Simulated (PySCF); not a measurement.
**Electron correlation in Te (tellurium, neutral)**

[Kr] 4d10 5s2 5p3 6s1, high-spin 5S determinant (an excited configuration). Computed with PySCF 2.14 in aug-cc-pwCVTZ-DK3 with one added diffuse shell each of s, p, d, f type (11s10p8d5f1g, 125 functions), with scalar relativity by spin-free X2C-1e. Frozen: [Kr] 4d10; 6 electrons correlated.

MP2 pair energies summed by pair of shells (mhartree):

```json
{"pair": "5s-5p", "energy": "-43.36", "share (%)": "57.5"}
{"pair": "5p-5p", "energy": "-13.87", "share (%)": "18.4"}
{"pair": "5s-5s", "energy": "-8.26", "share (%)": "10.9"}
{"pair": "5p-6s", "energy": "-6.46", "share (%)": "8.6"}
{"pair": "5s-6s", "energy": "-3.51", "share (%)": "4.7"}
```

Total MP2 correlation energy: -75.46 mhartree.

Same-spin part -23.67 and opposite-spin part -51.79 mhartree; SCS-MP2 scales them by 1/3 and 6/5 to -70.03 mhartree.
